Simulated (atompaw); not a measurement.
**Plane-wave convergence, PAW (atompaw) potential for tungsten**

```
Element                 : W
Generator               : atompaw 4.2.0.5
Type                    : PAW
Functional              : PBE
Relativity              : scalar-relativistic
Frozen core             : [Xe] 4f14
Valence charge          : 6
Reference configuration : 5d4 6s2 6p0
Partial waves           : 6s (bound): rc 3.00 bohr; 6s channel at 2.1 Ry: rc 2.15 bohr; 6p (bound, empty): rc 3.00 bohr; 6p channel at 0.6 Ry: rc 3.00 bohr; 5d (bound): rc 3.00 bohr; 5d channel at 0.25 Ry: rc 3.00 bohr
Local potential         : troulliermartins scheme with l = 3 at 0 Ry, radius 2.60 bohr
Core correction         : smooth core density matched at 2.55 bohr
Augmentation charge     : besselshape compensation charge, radius 2.80 bohr; PAW radius 3.00 bohr; waves and projectors: custom polynom2 7 10 vanderbiltortho
```

The pseudo-atom Hamiltonian at the reference potential is diagonalised in spherical Bessel functions j_l(qr) that vanish at 20 bohr, with q² up to the cutoff. All-electron valence levels (Ry): 6s -0.4199, 6p -0.1000, 5d -0.3293.

Task: How do the lowest levels (Ry) of each channel move with the cutoff, and are there ghosts?

Result:

```csv
cutoff (Ry),s #1,s #2,s #3,p #1,p #2,d #1,f #1,f #2,Σ f·Δε (mRy)
8,-0.4260,-0.3113,0.0018,-0.0999,0.0495,-0.3095,0.1093,0.2281,91.2
10,-1.0396,-0.4194,0.0018,-0.1000,0.0495,-0.3206,0.1093,0.2281,35.8
12,-1.4563,-0.4198,0.0018,-0.1000,0.0495,-0.3259,0.1093,0.2281,13.7
15,-1.6266,-0.4198,0.0018,-0.1000,0.0495,-0.3268,0.1093,0.2281,10.0
18,-1.6899,-0.4199,0.0018,-0.1000,0.0495,-0.3274,0.1093,0.2281,7.7
21,-1.6961,-0.4199,0.0018,-0.1000,0.0495,-0.3283,0.1093,0.2281,3.8
25,-1.6970,-0.4199,0.0018,-0.1000,0.0495,-0.3287,0.1093,0.2281,2.3
30,-1.6971,-0.4199,0.0018,-0.1000,0.0495,-0.3288,0.1093,0.2281,2.1
35,-1.6973,-0.4199,0.0018,-0.1000,0.0495,-0.3291,0.1093,0.2281,0.8
40,-1.6976,-0.4199,0.0018,-0.1000,0.0495,-0.3291,0.1093,0.2281,0.7
45,-1.6978,-0.4199,0.0018,-0.1000,0.0495,-0.3292,0.1093,0.2281,0.5
400,-1.6978,-0.4199,0.0018,-0.1000,0.0495,-0.3293,0.1093,0.2281,0.0
```

Result: ghost state, extra bound levels that the all-electron valence spectrum of the same l lacks: s at -23.1 eV (a true bound ghost makes a file unfit for plane-wave use); 10 mRy is reached at 18 Ry and 1 mRy at 35 Ry.
